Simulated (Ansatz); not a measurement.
## What each rung costs, and what it gives

Saddle point of AlH5O4, singlet (AlH₅O₄ ([OH][OH][AlH]([OH])[OH]) → AlH₃O₄ ([OH][Al]1([OH])[O][OH]1) + H₂; bonds formed: Al1–O7, H2–H5; dative contacts that become bonds: Al1–O6; bonds broken: Al1–H2, H5–O6), PBE0-D4/def2-TZVP structure:

```
10
angstrom
Al -0.4537 -0.1313 0.3051
H -1.0558 1.5160 0.1324
O 1.1390 -0.1685 0.9098
O -1.7461 -1.1151 0.7419
H -0.5722 1.3101 -0.7535
O -0.0818 0.3509 -1.4328
O 1.3003 0.4374 -1.7749
H 1.4478 -0.4370 1.7704
H -1.7125 -2.0272 1.0193
H 1.7350 0.2646 -0.9177
```

Barriers are electronic and count from the start structure reached by relaxing down the imaginary mode.

Computed with Ansatz 0.2.0 (basis: as named in each row); correlated methods freeze the cores. B3LYP uses VWN-RPA correlation. Extrapolation: Hartree–Fock as exp(−7.88 √X), correlation as X^−2.97.

Times are rough, for one single point on 4 threads of a shared host (Arm Neoverse V1).

The estimate by CCSD(T) at an estimated basis limit (MP2 extrapolated from triple and quadruple zeta, plus CCSD(T) − MP2 in triple zeta) is 22.75 kcal/mol.

```csv
method,basis,time (s),barrier (kcal/mol),method less estimate
HF,STO-3G,under 1,60.09,37.35
PBE-D4,STO-3G,under 1,32.40,9.66
SPW92,def2-SVP,under 1,16.11,-6.63
B3LYP-D4,6-31G,under 1,31.67,8.93
PBE-D4,def2-SVP,under 1,18.13,-4.62
PBE0-D4,def2-SVP,under 1,22.27,-0.47
SPW92,def2-TZVPP,1,14.68,-8.07
PBE-D4,def2-TZVPP,2,16.73,-6.02
BLYP-D4,def2-TZVPP,2,17.90,-4.84
B3LYP-D4,def2-TZVPP,2,20.78,-1.96
BHLYP-D4,def2-TZVPP,2,25.08,2.33
PBE0-D4,def2-TZVPP,3,20.47,-2.28
CAM-B3LYP-D4,def2-TZVPP,3,22.00,-0.74
r2SCAN-D4,def2-TZVPP,4,17.78,-4.96
wB97M-V,def2-SVP,4,24.07,1.33
r2SCAN0-D4,def2-TZVPP,4,20.93,-1.81
CCSD(T),def2-SVP,5,26.34,3.60
B2PLYP,def2-TZVPP,6,21.44,-1.31
PBE-QIDH,def2-TZVPP,6,22.46,-0.29
RPA on PBE,def2-TZVPP,6,23.11,0.36
B97M-V,def2-TZVPP,7,21.08,-1.66
wB97X-V,def2-TZVPP,7,22.70,-0.04
wB97M-V,def2-TZVPP,8,22.64,-0.10
MP2,def2-QZVPP,20,21.03,-1.72
CCSD(T),def2-TZVPP,150,23.26,0.51
```

All methods are single points on the PBE0-D4 structures.

T1 diagnostic: at most 0.014.

Labels in which every atom is bracketed show which atoms are joined, not bond orders.
